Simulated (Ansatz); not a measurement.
These are B3LYP-D3(BJ)/def2-SVP (Ansatz, a quantum-chemistry and plane-wave program) values and carry that method's errors. No frequencies were computed at this level.

Ansatz 0.2 input:
```yaml
crystal:
  periodic: [false, false, false]
  atoms:
    - { symbol: In, position_ang: [0.186744, 0.27261, -0.051242] }
    - { symbol: C, position_ang: [0.918391, -0.101546, 2.024889] }
    - { symbol: H, position_ang: [0.083375, -0.086745, 2.725737] }
    - { symbol: H, position_ang: [1.628128, 0.66561, 2.332578] }
    - { symbol: H, position_ang: [1.414145, -1.069539, 2.101519] }
    - { symbol: C, position_ang: [1.323403, -0.551444, -1.78937] }
    - { symbol: H, position_ang: [2.050116, -1.305958, -1.486084] }
    - { symbol: H, position_ang: [1.863346, 0.245662, -2.30028] }
    - { symbol: H, position_ang: [0.635493, -1.001774, -2.506586] }
    - { symbol: C, position_ang: [-1.217492, 1.969666, -0.420227] }
    - { symbol: H, position_ang: [-0.65726, 2.882032, -0.624891] }
    - { symbol: H, position_ang: [-1.856325, 2.159048, 0.443189] }
    - { symbol: H, position_ang: [-1.849777, 1.767234, -1.285886] }
    - { symbol: C, position_ang: [-3.092782, -3.654904, 0.36552] }
    - { symbol: C, position_ang: [-1.727416, -3.842196, 0.211193] }
    - { symbol: C, position_ang: [-0.921665, -2.727222, 0.059628] }
    - { symbol: N, position_ang: [-1.402769, -1.494355, 0.055295] }
    - { symbol: C, position_ang: [-2.704139, -1.310482, 0.205641] }
    - { symbol: C, position_ang: [-3.591929, -2.361753, 0.363467] }
    - { symbol: H, position_ang: [-3.75416, -4.500146, 0.485816] }
    - { symbol: H, position_ang: [-1.298276, -4.831978, 0.209089] }
    - { symbol: H, position_ang: [0.151578, -2.804837, -0.064828] }
    - { symbol: H, position_ang: [-3.03275, -0.279159, 0.196636] }
    - { symbol: H, position_ang: [-4.647344, -2.172562, 0.482365] }
basis:
  gaussian: { orbitals: def2-svp }
hamiltonian:
  xc: b3lyp
  dispersion: d3bj
relax:
  max_steps: 150
```

Output:

```
Functional definition: B3LYP
2629 factors; integrals over basis functions are off by at most 4.3e-4 eV
mean field evaluation 1: about -15160.4090 eV, gradient 9.3e1 eV
mean field evaluation 2: about -15149.5624 eV, gradient 1.1e2 eV
mean field evaluation 4: about -15182.4625 eV, gradient 5.8e0 eV
mean field evaluation 8: about -15182.5875 eV, gradient 6.2e-1 eV
mean field evaluation 16: about -15182.5886 eV, gradient 5.4e-5 eV
mean field -15182.58857419 eV, -557.9498389734 hartree, gradient 5.4e-5 eV, S^2 0.000000; 0 other end points of the search recorded, 0 dependent functions left out
reference -15182.58893324 eV, -557.9498521680 hartree; 45, 45 occupied and 177, 177 virtual orbitals, 2629 factors
relax step   1: F+E_penalty+E_count = -15183.72150598 eV  Δ(F+E_penalty+E_count) = +0.000e0 eV  max|allowed force component| = 5.799e-1 eV/Å  Δτ_max = 0.0000 Å  (29 SCF iters, accepted)
these checks for a lower state are left out or cut short: starts, cluster_reference, orbital_swaps, neighbouring_geometries, increment
2629 factors; integrals over basis functions are off by at most 4.4e-4 eV
mean field -15182.67095282 eV, -557.9528663321 hartree, gradient 2.4e-5 eV, S^2 0.000000; 0 other end points of the search recorded, 0 dependent functions left out
reference -15182.67131222 eV, -557.9528795398 hartree; 45, 45 occupied and 177, 177 virtual orbitals, 2629 factors
relax step   2: F+E_penalty+E_count = -15183.80142276 eV  Δ(F+E_penalty+E_count) = -7.992e-2 eV  max|allowed force component| = 1.275e-1 eV/Å  Δτ_max = 0.0831 Å  (31 SCF iters, accepted)
these checks for a lower state are left out or cut short: starts, cluster_reference, orbital_swaps, neighbouring_geometries, increment
2629 factors; integrals over basis functions are off by at most 4.5e-4 eV
mean field evaluation 32: about -15182.6824 eV, gradient 1.9e-5 eV
mean field -15182.68235527 eV, -557.9532853645 hartree, gradient 1.9e-5 eV, S^2 0.000000; 0 other end points of the search recorded, 0 dependent functions left out
reference -15182.68271556 eV, -557.9532986049 hartree; 45, 45 occupied and 177, 177 virtual orbitals, 2629 factors
relax step   3: F+E_penalty+E_count = -15183.80883026 eV  Δ(F+E_penalty+E_count) = -7.408e-3 eV  max|allowed force component| = 7.980e-2 eV/Å  Δτ_max = 0.0641 Å  (30 SCF iters, accepted)
these checks for a lower state are left out or cut short: starts, cluster_reference, orbital_swaps, neighbouring_geometries, increment
2629 factors; integrals over basis functions are off by at most 4.5e-4 eV
mean field -15182.68638176 eV, -557.9534333351 hartree, gradient 1.8e-5 eV, S^2 0.000000; 0 other end points of the search recorded, 0 dependent functions left out
reference -15182.68674226 eV, -557.9534465835 hartree; 45, 45 occupied and 177, 177 virtual orbitals, 2629 factors
relax step   4: F+E_penalty+E_count = -15183.81126531 eV  Δ(F+E_penalty+E_count) = -2.435e-3 eV  max|allowed force component| = 5.145e-2 eV/Å  Δτ_max = 0.0440 Å  (31 SCF iters, accepted)
these checks for a lower state are left out or cut short: starts, cluster_reference, orbital_swaps, neighbouring_geometries, increment
2629 factors; integrals over basis functions are off by at most 4.5e-4 eV
mean field -15182.68686631 eV, -557.9534511422 hartree, gradient 1.7e-5 eV, S^2 0.000000; 0 other end points of the search recorded, 0 dependent functions left out
reference -15182.68722675 eV, -557.9534643879 hartree; 45, 45 occupied and 177, 177 virtual orbitals, 2629 factors
relax step   5: F+E_penalty+E_count = -15183.81258531 eV  Δ(F+E_penalty+E_count) = -1.320e-3 eV  max|allowed force component| = 3.341e-2 eV/Å  Δτ_max = 0.0243 Å  (31 SCF iters, accepted)
these checks for a lower state are left out or cut short: starts, cluster_reference, orbital_swaps, neighbouring_geometries, increment
2629 factors; integrals over basis functions are off by at most 4.6e-4 eV
mean field -15182.68832259 eV, -557.9535046594 hartree, gradient 1.8e-5 eV, S^2 0.000000; 0 other end points of the search recorded, 0 dependent functions left out
reference -15182.68868326 eV, -557.9535179136 hartree; 45, 45 occupied and 177, 177 virtual orbitals, 2629 factors
relax step   6: F+E_penalty+E_count = -15183.81396865 eV  Δ(F+E_penalty+E_count) = -1.383e-3 eV  max|allowed force component| = 4.989e-2 eV/Å  Δτ_max = 0.0740 Å  (31 SCF iters, accepted)
these checks for a lower state are left out or cut short: starts, cluster_reference, orbital_swaps, neighbouring_geometries, increment
2629 factors; integrals over basis functions are off by at most 4.6e-4 eV
mean field -15182.68901576 eV, -557.9535301329 hartree, gradient 1.7e-5 eV, S^2 0.000000; 0 other end points of the search recorded, 0 dependent functions left out
reference -15182.68937652 eV, -557.9535433905 hartree; 45, 45 occupied and 177, 177 virtual orbitals, 2629 factors
relax step   7: F+E_penalty+E_count = -15183.81434942 eV  Δ(F+E_penalty+E_count) = -3.808e-4 eV  max|allowed force component| = 4.170e-2 eV/Å  Δτ_max = 0.0305 Å  (31 SCF iters, accepted)
these checks for a lower state are left out or cut short: starts, cluster_reference, orbital_swaps, neighbouring_geometries, increment
2629 factors; integrals over basis functions are off by at most 4.6e-4 eV
mean field evaluation 64: about -15182.6904 eV, gradient 1.1e-4 eV
mean field -15182.69040909 eV, -557.9535813370 hartree, gradient 1.6e-5 eV, S^2 0.000000; 0 other end points of the search recorded, 0 dependent functions left out
reference -15182.69076999 eV, -557.9535945998 hartree; 45, 45 occupied and 177, 177 virtual orbitals, 2629 factors
relax step   8: F+E_penalty+E_count = -15183.81472665 eV  Δ(F+E_penalty+E_count) = -3.772e-4 eV  max|allowed force component| = 2.336e-2 eV/Å  Δτ_max = 0.0384 Å  (30 SCF iters, accepted)
these checks for a lower state are left out or cut short: starts, cluster_reference, orbital_swaps, neighbouring_geometries, increment
2629 factors; integrals over basis functions are off by at most 4.6e-4 eV
mean field -15182.69053684 eV, -557.9535860316 hartree, gradient 1.6e-5 eV, S^2 0.000000; 0 other end points of the search recorded, 0 dependent functions left out
reference -15182.69089772 eV, -557.9535992937 hartree; 45, 45 occupied and 177, 177 virtual orbitals, 2629 factors
relax step   9: F+E_penalty+E_count = -15183.81486533 eV  Δ(F+E_penalty+E_count) = -1.387e-4 eV  max|allowed force component| = 8.822e-3 eV/Å  Δτ_max = 0.0281 Å  (31 SCF iters, accepted)
these checks for a lower state are left out or cut short: starts, cluster_reference, orbital_swaps, neighbouring_geometries, increment
2629 factors; integrals over basis functions are off by at most 4.6e-4 eV
mean field -15182.69046311 eV, -557.9535833221 hartree, gradient 2.1e-5 eV, S^2 0.000000; 0 other end points of the search recorded, 0 dependent functions left out
reference -15182.69082390 eV, -557.9535965809 hartree; 45, 45 occupied and 177, 177 virtual orbitals, 2629 factors
relax step  10: F+E_penalty+E_count = -15183.81490080 eV  Δ(F+E_penalty+E_count) = -3.547e-5 eV  max|allowed force component| = 6.738e-3 eV/Å  Δτ_max = 0.0226 Å  (25 SCF iters, accepted)
2629 factors; integrals over basis functions are off by at most 4.6e-4 eV
mean field evaluation 96: about -15182.6905 eV, gradient 1.6e-3 eV
mean field -15182.69046311 eV, -557.9535833221 hartree, gradient 2.1e-5 eV, S^2 0.000000; 1 other end points of the search recorded, 0 dependent functions left out
reference -15182.69082390 eV, -557.9535965809 hartree; 45, 45 occupied and 177, 177 virtual orbitals, 2629 factors
Total energy: -15183.81526159 eV, -557.9949189039 hartree
Atom 0 at     0.215587     0.302371    -0.032271 Å, force    -0.004289     0.006738     0.000621 eV/Å
Atom 1 at     1.034547     0.054761     1.998968 Å, force     0.001578    -0.004880    -0.002413 eV/Å
Atom 2 at     0.260886     0.235151     2.762105 Å, force    -0.000568     0.000462    -0.002459 eV/Å
Atom 3 at     1.860818     0.761329     2.179017 Å, force    -0.001112    -0.001192    -0.001063 eV/Å
Atom 4 at     1.428514    -0.965275     2.136498 Å, force     0.001339     0.000586     0.003447 eV/Å
Atom 5 at     1.349781    -0.532012    -1.730009 Å, force     0.000557     0.000285     0.005338 eV/Å
Atom 6 at     1.885349    -1.451561    -1.442932 Å, force     0.001261    -0.002729    -0.001445 eV/Å
Atom 7 at     2.100375     0.190334    -2.089276 Å, force    -0.000001     0.001112     0.000950 eV/Å
Atom 8 at     0.677874    -0.766764    -2.570913 Å, force    -0.001507    -0.000478    -0.001341 eV/Å
Atom 9 at    -1.292862     1.869656    -0.400649 Å, force     0.000720     0.001041    -0.001916 eV/Å
Atom 10 at    -0.800221     2.831086    -0.618437 Å, force    -0.001344    -0.001941     0.000065 eV/Å
Atom 11 at    -1.941938     2.022913     0.477091 Å, force     0.000753    -0.000870    -0.000938 eV/Å
Atom 12 at    -1.924572     1.616653    -1.267714 Å, force    -0.000863     0.001980     0.000541 eV/Å
Atom 13 at    -3.159359    -3.667327     0.297558 Å, force     0.000592     0.003333    -0.001398 eV/Å
Atom 14 at    -1.789958    -3.898696     0.149246 Å, force    -0.000085     0.000459    -0.000660 eV/Å
Atom 15 at    -0.934052    -2.801629     0.054666 Å, force    -0.003441    -0.000472     0.000902 eV/Å
Atom 16 at    -1.378808    -1.539524     0.102159 Å, force    -0.001518    -0.003723     0.001454 eV/Å
Atom 17 at    -2.691038    -1.313287     0.242594 Å, force     0.004762     0.001473     0.000686 eV/Å
Atom 18 at    -3.619375    -2.349788     0.344758 Å, force     0.001361    -0.000419    -0.000973 eV/Å
Atom 19 at    -3.858824    -4.503193     0.373999 Å, force     0.001130     0.001093     0.000764 eV/Å
Atom 20 at    -1.386285    -4.911823     0.105634 Å, force    -0.000108     0.001869     0.000548 eV/Å
Atom 21 at     0.145097    -2.931022    -0.066860 Å, force    -0.001265     0.000049    -0.000722 eV/Å
Atom 22 at    -3.000062    -0.265025     0.270217 Å, force     0.000316    -0.002286    -0.000715 eV/Å
Atom 23 at    -4.680838    -2.122065     0.457717 Å, force     0.001732    -0.001490     0.000728 eV/Å
Dipole moment:    -0.765341    -0.886767     0.066023 e Å
```

Cost: roughly 3 core-minutes.
